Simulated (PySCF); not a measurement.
# Two-component Hartree-Fock for B(2+) (boron, charge +2)

Start: [He] 2s1; 2s1/2 filled at m_j = +1/2. Calculated with PySCF 2.14 in x2c-TZVPPall-2c (5s3p2d1f, 31 functions): generalised Hartree-Fock with the X2C-1e Hamiltonian and a Gaussian nucleus; one run each with spin-orbit coupling (SO) switched off, then screened by Boettger's factors.

| spinor shell | electrons | ε, spin-free (eV) | ε, screened SO (eV) | weight of nominal j (screened SO) | rms radius, screened SO (bohr) |
| --- | --- | --- | --- | --- | --- |
| 1s1/2 | 2 | -239.77 | -239.77 | 1.000 | 0.377 |
| 2s1/2 | 1 | -37.825 | -37.825 | 1.000 | 1.77 |

| quantity | spin-free | screened SO |
| --- | --- | --- |
| E (hartree) | -23.38199 | -23.38199 |
| M_J | 1/2 | 1/2 |
| ⟨J²⟩ | 0.750 | 0.750 |
| ⟨L²⟩ | 0.000 | 0.000 |
| ⟨S²⟩ | 0.750 | 0.750 |

Each row is a mean over spinors that exchange with the open shell spreads, by up to 1.713 eV (1s1/2).

Without spin-orbit coupling the j labels of p, d and f shells carry no meaning; the spin-free column gives the mean over the occupied spinors of each nl shell.
